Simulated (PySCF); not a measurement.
**Working out the ionisation energy of O⁺**

O⁺ [He] 2s2 2p3 (4S) → O²⁺ [He] 2s2 2p2 (3P). Computed with PySCF 2.14 in dyall-av3z (15s9p3d2f, 71 functions), with scalar relativity by spin-free X2C-1e. Frozen: 1s2; the 14 highest virtual orbitals dropped. Energies in hartree (1 hartree = 27.21139 eV):

| part | O⁺ (lower) | O²⁺ (upper) |
| --- | --- | --- |
| UHF | -74.429697 | -73.159314 |
| MP2 opposite-spin | -0.072398 | -0.065481 |
| MP2 same-spin | -0.030216 | -0.013794 |

Q: What does Hartree-Fock give?

A: (-73.159314) − (-74.429697) = 1.270383 hartree = 34.569 eV.

Q: What do MP2 and SCS-MP2 (6/5 opposite-spin, 1/3 same-spin) give?

A: The opposite-spin parts differ by 0.188 eV and the same-spin parts by 0.447 eV. MP2: 34.569 + (0.188) + (0.447) = 35.204 eV. SCS-MP2: 34.569 + 1.2 × (0.188) + (0.447)/3 = 34.944 eV.

A first-order spin-orbit estimate adds -0.027 eV to MP2 (valence), giving 35.177 eV against 35.121 eV (measured; NIST Atomic Spectra Database, ionization energies).

What remains against the reference includes basis incompleteness, the frozen core and correlation beyond second order.
